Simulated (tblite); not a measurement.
Isomers of C6H9NP2. Calculated harmonic vibrations of the isolated species, GFN2-xTB (tblite), most abundant isotopes, no scaling. Against measured fundamentals such values can be off by several per cent, at times by over 20. One conformer each.

Electronic energies: GFN2-xTB at the same geometries; isomer energies are rough at this level and their order can be wrong.

```json
{"SMILES": "C=CC/P=P/CCC#N", "electronic energy, lowest = 0 (kJ/mol)": "113.6"}
{"SMILES": "CN(C)c1pcccp1", "electronic energy, lowest = 0 (kJ/mol)": "0.0"}
{"SMILES": "CN(C)c1cpccp1", "electronic energy, lowest = 0 (kJ/mol)": "3.2"}
{"SMILES": "CN(C)c1cpcpc1", "electronic energy, lowest = 0 (kJ/mol)": "11.1"}
```

Task: How do GFN2-xTB zero-point energies change the relative energies?

Result: 
| SMILES | ZPE (kJ/mol) | of it from modes above 1550 cm⁻¹ | electronic (kJ/mol) | with ZPE, lowest = 0 (kJ/mol) | lowest mode (cm⁻¹) | rings |
| --- | --- | --- | --- | --- | --- | --- |
| CN(C)c1pcccp1 | 357.9 | 160.4 | 0.0 | 0.0 | 65 | 1 |
| CN(C)c1cpccp1 | 358.2 | 160.5 | 3.2 | 3.5 | 40 | 1 |
| CN(C)c1cpcpc1 | 359.4 | 161.2 | 11.1 | 12.6 | 61 | 1 |
| C=CC/P=P/CCC#N | 353.3 | 186.2 | 113.6 | 108.9 | 15 | 0 |

The zero-point energies span 6.1 kJ/mol, from `C=CC/P=P/CCC#N` to `CN(C)c1cpcpc1`. The order is unchanged.
